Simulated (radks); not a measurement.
Species: Hg IV. Configuration: [Xe] 4f14 5d8 6s1 (not the ground configuration).

Method: scalar-relativistic Kohn-Sham, PW91, spin-unpolarised, spherical densities, finite nucleus; Fermi nuclear charge, rms radius 5.4648 fm; computed with a radial shooting solver on a logarithmic mesh with Libxc functionals.

Energy parts (hartree):
total: -19617.0696
kinetic: 22008.0177
electron-nucleus: -48749.0781
Hartree: 7494.7373
exchange-correlation: -370.7466

Orbitals (lengths in bohr, moments of r in powers of bohr):
1s: occ. 2; eigenvalue (hartree) -3056.863; <r^2> 0.0003809
2s: occ. 2; eigenvalue (hartree) -543.0092; <r^2> 0.005797
2p: occ. 6; eigenvalue (hartree) -468.6366; <r^2> 0.004897
3s: occ. 2; eigenvalue (hartree) -129.9537; <r^2> 0.03734
3p: occ. 6; eigenvalue (hartree) -108.4537; <r^2> 0.03848
3d: occ. 10; eigenvalue (hartree) -85.78253; <r^2> 0.03187
4s: occ. 2; eigenvalue (hartree) -29.68588; <r^2> 0.1799
4p: occ. 6; eigenvalue (hartree) -22.63324; <r^2> 0.2056
4d: occ. 10; eigenvalue (hartree) -14.25122; <r^2> 0.2327
5s: occ. 2; eigenvalue (hartree) -5.75425; <r^2> 0.9029
4f: occ. 14; eigenvalue (hartree) -4.95790; <r^2> 0.2801
5p: occ. 6; eigenvalue (hartree) -3.83961; <r^2> 1.191
5d: occ. 8; eigenvalue (hartree) -1.67660; <r^2> 2.131
6s: occ. 1; eigenvalue (hartree) -1.31615; <r^2> 5.347

The highest occupied level is 6s at -35.814 eV. The density falls to 0.001 e/bohr^3 at r = 3.48 bohr. Summed over all electrons, <r^2> = 39.85 bohr^2, which gives a Langevin (diamagnetic) susceptibility term of -31.6 x 10^-6 cm^3/mol. The electron density at the nucleus is 2.501e+06 e/bohr^3 (large components only).
